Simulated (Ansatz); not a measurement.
Cost and result up the ladder for Zn8S7Cl2 (17 atoms). The state is a singlet with charge 0. Geometry: r2SCAN-D4/def2-SVP.

```xyz
17

S     1.4162   -3.3314   -1.6322
Zn    2.1424   -1.2706   -1.4947
Zn   -0.4580   -2.2037   -1.3726
S    -0.3828   -0.7385    0.5421
S     1.7085    0.8577   -2.2603
Zn    1.1692    1.0862   -0.0174
Zn    1.3150   -1.2271    2.0114
S     1.3989   -0.6710    4.1549
S     0.3660    2.6192    1.5770
Zn    0.7820    1.1468    3.1800
S    -2.1222   -1.1233   -2.5837
Zn   -0.5417    0.5408   -2.4052
Zn   -3.0483   -0.0754   -0.7942
S    -3.7482    0.8885    1.0149
Zn   -1.6391    1.5838    0.9354
Cl    3.1581   -0.4901    0.6458
Cl   -1.5159    2.4081   -1.5012
```

Ansatz on 2 threads of AMD EPYC 7R13 on a shared host and a share (18 GiB) of an NVIDIA H100 80GB HBM3. Times are rough, and most runs start from the orbitals of an earlier one. PBE0-D4/def2-TZVP serves as the yardstick here, not as an exact answer. Differences are given only for rows in sets of like size (and for xTB, whose basis is part of the method), since another set adds its own error. Binding counts from free atoms at the same level (S triplet, Zn singlet, Cl doublet; other spins of the atoms weren't run), without zero-point energy or a counterpoise term.

The 6-31G sets use Cartesian d functions. B3LYP takes the VWN-RPA correlation. Correlated methods freeze 117 core orbitals. The rows differ in basis, and correlated rows in double-zeta sets carry the largest basis error. Single mean-field runs in def2-SVP, def2-TZVP are fitted with def2-universal-jkfit.

Correlated methods converge slowly with the basis, most of all in double-zeta sets.

| level | functions | wall time | binding energy per atom (eV) | difference from PBE0-D4/def2-TZVP (eV) |
| --- | --- | --- | --- | --- |
| PBE-D4/def2-SVP | 410 | 6 s | 2.79 | – |
| PBE0-D4/def2-SVP | 410 | 6.5 s | 2.76 | – |
| HF/6-31G | 349 | 8.5 s | 1.60 | – |
| B3LYP-D4/6-31G | 349 | 9 s | 2.58 | – |
| BLYP-D4/def2-TZVP (with forces) | 717 | 9.5 s | 2.32 | -0.29 |
| MP2/def2-SVP | 410 | 10 s | 2.48 | – |
| PBE-D4/def2-TZVP (with forces) | 717 | 10 s | 2.60 | -0.01 |
| RPA@PBE/def2-SVP | 410 | 13 s | 2.04 | – |
| r2SCAN-D4/def2-TZVP | 717 | 13 s | 2.69 | 0.07 |
| HF/def2-TZVP | 717 | 15 s | 1.66 | -0.95 |
| PBE0-D4/def2-TZVP | 717 | 15 s | 2.62 | 0.00 |
| r2SCANh-D4/def2-TZVP | 717 | 16 s | 2.67 | 0.05 |
